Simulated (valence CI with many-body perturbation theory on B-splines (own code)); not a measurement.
## E1 line list for Lu LXV

Computed by relativistic CI+MBPT: five valence electrons over a frozen Dirac-Fock core [He], a basis of 9 s, 9 p, 8 d, 6 f, 3 g, 1 h functions for each j, with the one-electron correlation potential Σ1 (screened to all orders), the two-electron term Σ2, the three-electron term Σ3, Breit, model QED; selected single and double excitations, second order for the rest (own B-spline code, finite nucleus).

The last digits are not significant, and no measured levels were compared; by estimate large intervals hold to a few tenths of a per cent, small ones and those within an open d or f shell to about a per cent. Among the levels kept, up to 1200 cm⁻¹ of a level comes from second order outside the variational space, and about a tenth of that is noise between levels of different J, which matters for small intervals.

Lines 201 to 250 of 256 in falling wavelength, among levels below 82227 × 10³ cm⁻¹, chosen from the strongest by gf and those to the six lowest levels. Wavelengths and rates use the calculated energies. Electric multipoles are in the length gauge, E1 and E2 with the static RPA response of the core. Weak lines are less certain than strong ones. Lines between different terms over intervals too small for the method are left out, as are lines whose strength nearly cancels. The highest levels of a list are the least certain.

Levels are named by their leading jj configuration (3d3/2^4 stands for four electrons in 3d with j = 3/2), which in mixed levels can hold well under half, so a name can repeat and another be missing. Letters in brackets count levels of one name in rising energy.

```
λ vac (nm)                               Upper                       Lower   A (s⁻¹)  S (a.u.)
    0.1425  (2s 2p1/2^2 2p3/2 3d3/2) J=5/2 [b]  (2s 2p1/2^2 2p3/2^2) J=5/2  1.57e+13  1.34e-04
    0.1423  (2s^2 2p1/2 2p3/2 3d5/2) J=7/2 [a]  (2s^2 2p1/2 2p3/2^2) J=5/2  3.18e+13  3.61e-04
    0.1423  (2s^2 2p1/2 2p3/2 3d5/2) J=3/2 [b]  (2s^2 2p1/2 2p3/2^2) J=1/2  1.16e+15  6.60e-03
    0.1422      (2s 2p1/2^2 2p3/2 3d5/2) J=5/2  (2s 2p1/2^2 2p3/2^2) J=5/2  9.26e+14  7.89e-03
    0.1422      (2s^2 2p1/2 2p3/2 3d5/2) J=1/2  (2s^2 2p1/2 2p3/2^2) J=1/2  1.29e+15  3.66e-03
    0.1420  (2s^2 2p1/2 2p3/2 3d5/2) J=3/2 [a]  (2s^2 2p1/2 2p3/2^2) J=5/2  5.72e+13  3.23e-04
    0.1419  (2s^2 2p1/2 2p3/2 3d5/2) J=5/2 [a]  (2s^2 2p1/2 2p3/2^2) J=5/2  3.39e+14  2.87e-03
    0.1419          (2s^2 2p1/2^2 3d5/2) J=5/2  (2s^2 2p1/2^2 2p3/2) J=3/2  1.21e+15  1.02e-02
    0.1417  (2s^2 2p1/2 2p3/2 3d5/2) J=5/2 [b]  (2s^2 2p1/2 2p3/2^2) J=5/2  6.55e+14  5.52e-03
    0.1416  (2s^2 2p1/2 2p3/2 3d5/2) J=3/2 [a]  (2s^2 2p1/2 2p3/2^2) J=3/2  8.25e+14  4.63e-03
    0.1416  (2s^2 2p1/2 2p3/2 3d5/2) J=5/2 [a]  (2s^2 2p1/2 2p3/2^2) J=3/2  8.97e+14  7.54e-03
    0.1416  (2s^2 2p1/2 2p3/2 3d5/2) J=7/2 [b]  (2s^2 2p1/2 2p3/2^2) J=5/2  1.97e+15  2.21e-02
    0.1415  (2s^2 2p1/2 2p3/2 3d5/2) J=3/2 [b]  (2s^2 2p1/2 2p3/2^2) J=5/2  1.44e+14  8.05e-04
    0.1413  (2s^2 2p1/2 2p3/2 3d5/2) J=5/2 [b]  (2s^2 2p1/2 2p3/2^2) J=3/2  1.10e+15  9.20e-03
    0.1412  (2s 2p1/2^2 2p3/2 3p3/2) J=3/2 [a]  (2s^2 2p1/2 2p3/2^2) J=1/2  3.30e+12  1.83e-05
    0.1411  (2s^2 2p1/2 2p3/2 3d5/2) J=3/2 [b]  (2s^2 2p1/2 2p3/2^2) J=3/2  1.41e+13  7.81e-05
    0.1410      (2s^2 2p1/2 2p3/2 3d5/2) J=1/2  (2s^2 2p1/2 2p3/2^2) J=3/2  1.08e+14  2.98e-04
    0.1409  (2s 2p1/2^2 2p3/2 3p3/2) J=1/2 [a]  (2s^2 2p1/2 2p3/2^2) J=1/2  1.60e+11  4.42e-07
    0.1406      (2s 2p1/2^2 2p3/2 3p3/2) J=7/2  (2s^2 2p1/2 2p3/2^2) J=5/2  6.94e+12  7.61e-05
    0.1404  (2s 2p1/2^2 2p3/2 3p3/2) J=3/2 [a]  (2s^2 2p1/2 2p3/2^2) J=5/2  1.22e+12  6.69e-06
    0.1402  (2s 2p1/2^2 2p3/2 3p3/2) J=5/2 [a]  (2s^2 2p1/2 2p3/2^2) J=5/2  3.42e+12  2.79e-05
    0.1401  (2s 2p1/2^2 2p3/2 3p3/2) J=3/2 [a]  (2s^2 2p1/2 2p3/2^2) J=3/2  5.89e+12  3.20e-05
    0.1398  (2s 2p1/2^2 2p3/2 3p3/2) J=5/2 [a]  (2s^2 2p1/2 2p3/2^2) J=3/2  1.24e+13  1.00e-04
    0.1397  (2s 2p1/2^2 2p3/2 3p3/2) J=1/2 [a]  (2s^2 2p1/2 2p3/2^2) J=3/2  6.05e+10  1.63e-07
    0.1397  (2s 2p1/2^2 2p3/2 3p3/2) J=3/2 [b]  (2s^2 2p1/2 2p3/2^2) J=1/2  1.48e+12  7.98e-06
    0.1396  (2s 2p1/2^2 2p3/2 3p3/2) J=1/2 [b]  (2s^2 2p1/2 2p3/2^2) J=1/2  8.25e+12  2.22e-05
    0.1392  (2s 2p1/2^2 2p3/2 3p3/2) J=5/2 [b]  (2s^2 2p1/2 2p3/2^2) J=5/2  9.13e+11  7.29e-06
    0.1389  (2s 2p1/2^2 2p3/2 3p3/2) J=3/2 [b]  (2s^2 2p1/2 2p3/2^2) J=5/2  3.48e+11  1.84e-06
    0.1388  (2s 2p1/2^2 2p3/2 3p3/2) J=5/2 [b]  (2s^2 2p1/2 2p3/2^2) J=3/2  6.58e+12  5.21e-05
    0.1385  (2s 2p1/2^2 2p3/2 3p3/2) J=3/2 [b]  (2s^2 2p1/2 2p3/2^2) J=3/2  2.44e+12  1.28e-05
    0.1385  (2s 2p1/2^2 2p3/2 3p3/2) J=1/2 [b]  (2s^2 2p1/2 2p3/2^2) J=3/2  1.47e+12  3.84e-06
    0.1339     (2s^2 2p1/2 2p3/2 3s) J=3/2 [a]  (2s^2 2p1/2^2 2p3/2) J=3/2  2.37e+13  1.12e-04
    0.1338         (2s^2 2p1/2 2p3/2 3s) J=1/2  (2s^2 2p1/2^2 2p3/2) J=3/2  3.98e+13  9.42e-05
    0.1337         (2s^2 2p1/2 2p3/2 3s) J=5/2  (2s^2 2p1/2^2 2p3/2) J=3/2  3.85e+13  2.72e-04
    0.1336     (2s^2 2p1/2 2p3/2 3s) J=3/2 [b]  (2s^2 2p1/2^2 2p3/2) J=3/2  2.38e+13  1.12e-04
    0.1285  (2s 2p1/2^2 2p3/2 3p1/2) J=3/2 [a]  (2s^2 2p1/2^2 2p3/2) J=3/2  1.78e+14  7.44e-04
    0.1285      (2s 2p1/2^2 2p3/2 3p1/2) J=5/2  (2s^2 2p1/2^2 2p3/2) J=3/2  4.53e+14  2.85e-03
    0.1274      (2s 2p1/2^2 2p3/2 3p1/2) J=1/2  (2s^2 2p1/2^2 2p3/2) J=3/2  5.05e+14  1.03e-03
    0.1274  (2s 2p1/2^2 2p3/2 3p1/2) J=3/2 [b]  (2s^2 2p1/2^2 2p3/2) J=3/2  3.54e+14  1.44e-03
    0.1266  (2s^2 2p1/2 2p3/2 3d3/2) J=3/2 [a]  (2s^2 2p1/2^2 2p3/2) J=3/2  1.74e+14  6.96e-04
    0.1265  (2s^2 2p1/2 2p3/2 3d3/2) J=5/2 [a]  (2s^2 2p1/2^2 2p3/2) J=3/2  5.89e+13  3.53e-04
    0.1265  (2s^2 2p1/2 2p3/2 3d3/2) J=1/2 [a]  (2s^2 2p1/2^2 2p3/2) J=3/2  3.02e+13  6.03e-05
    0.1261  (2s^2 2p1/2 2p3/2 3d3/2) J=5/2 [b]  (2s^2 2p1/2^2 2p3/2) J=3/2  1.42e+15  8.43e-03
    0.1261  (2s^2 2p1/2 2p3/2 3d3/2) J=3/2 [b]  (2s^2 2p1/2^2 2p3/2) J=3/2  1.24e+15  4.92e-03
    0.1259  (2s^2 2p1/2 2p3/2 3d3/2) J=1/2 [b]  (2s^2 2p1/2^2 2p3/2) J=3/2  1.42e+15  2.81e-03
    0.1252  (2s^2 2p1/2 2p3/2 3d5/2) J=3/2 [a]  (2s^2 2p1/2^2 2p3/2) J=3/2  1.35e+13  5.22e-05
    0.1252  (2s^2 2p1/2 2p3/2 3d5/2) J=5/2 [a]  (2s^2 2p1/2^2 2p3/2) J=3/2  1.57e+13  9.11e-05
    0.1250  (2s^2 2p1/2 2p3/2 3d5/2) J=5/2 [b]  (2s^2 2p1/2^2 2p3/2) J=3/2  1.22e+13  7.04e-05
    0.1248  (2s^2 2p1/2 2p3/2 3d5/2) J=3/2 [b]  (2s^2 2p1/2^2 2p3/2) J=3/2  9.36e+11  3.59e-06
    0.1248      (2s^2 2p1/2 2p3/2 3d5/2) J=1/2  (2s^2 2p1/2^2 2p3/2) J=3/2  9.31e+11  1.78e-06
```
